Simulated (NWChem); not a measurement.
thiourea (CH₄N₂S); SMILES NC(=S)N

```xyz
8

N     -0.0176     1.1469    -1.0327
C      0.0000     0.0000    -0.3089
N      0.0176    -1.1469    -1.0327
S      0.0000     0.0000     1.3544
H      0.2329     1.1595    -2.0130
H      0.0783     2.0052    -0.5087
H     -0.2329    -1.1595    -2.0130
H     -0.0783    -2.0052    -0.5087
```
Atoms are numbered in this order, from 1.

Program: NWChem. Coordinates come from a PBE0/def2-SVP optimisation. Level: PBE0/def2-SVP with SMD (1 M gas to 1 M solution), gas-phase geometry.

### Question
What does the run give for solvent n-hexane? Quantities: solvation free energy (kcal/mol); cavity-dispersion-structure term (kcal/mol); dipole in solution (D).

### Answer
- solvation free energy (kcal/mol): -7.1
- cavity-dispersion-structure term (kcal/mol): -1.2
- dipole in solution (D): 5.91
